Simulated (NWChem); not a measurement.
# BH$_{3}$S; SMILES SB

Computed with NWChem. The geometry was optimised at PBE0/def2-SVP. Core excitations by TDA in a window of 1s orbitals, non-relativistic and unshifted: absolute energies depend strongly on the exact-exchange share.

Estimate the computed values for S K edge, B3LYP/def2-TZVP. Quantities: first 1s excitation (eV); dipole oscillator strength of the first; first state with f > 0.002 (eV); dipole oscillator strength of that state.


```
Quantity                                  Result
----------------------------------------  ------
first 1s excitation (eV)                  2415.1
dipole oscillator strength of the first   0.0021
first state with f > 0.002 (eV)           2415.1
dipole oscillator strength of that state  0.0021
```
